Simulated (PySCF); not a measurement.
## Two-component Hartree-Fock for S (sulfur, neutral)

Start: [Ne] 3s1 3p5; 3s1/2 filled at m_j = +1/2; 3p1/2 filled at m_j = -1/2, +1/2; 3p3/2 filled at m_j = -1/2, +1/2, +3/2. Calculated with PySCF 2.14 in x2c-TZVPall-2c: generalised Hartree-Fock with the X2C-1e Hamiltonian and a Gaussian nucleus; one run each with spin-orbit coupling (SO) switched off, then screened by Boettger's factors. This is a chosen level, not necessarily the ground level.

```tsv
spinor shell	electrons	ε, spin-free (eV)	ε, screened SO (eV)	weight of nominal j (screened SO)	rms radius, screened SO (bohr)
1s1/2	2	-2513.2	-2513.2	1.000	0.112
2s1/2	2	-247.91	-247.89	1.000	0.517
2p1/2	2	-183.73	-184.84	0.928	0.489
2p3/2	4	-183.73	-183.16	0.964	0.491
3s1/2	1	-28.517	-28.508	1.000	1.80
3p1/2	2	-11.801	-11.457	0.666	2.27
3p3/2	3	-11.801	-12.032	0.777	2.23
```

```
   quantity   spin-free  screened SO
E (hartree)  -398.15549   -398.15704
        M_J           2            2
       ⟨J²⟩       6.037        6.037
       ⟨L²⟩       2.004        2.004
       ⟨S²⟩       2.033        2.032
```

Each row is a mean over spinors that exchange with the open shell spreads, by up to 5.111 eV (3p1/2).

Rows whose weight is well below 1 are mixtures of j = l ± 1/2: exchange outweighs spin-orbit coupling there, and the label is only the starting occupation.

Without spin-orbit coupling the j labels of p, d and f shells carry no meaning; the spin-free column gives the mean over the occupied spinors of each nl shell.
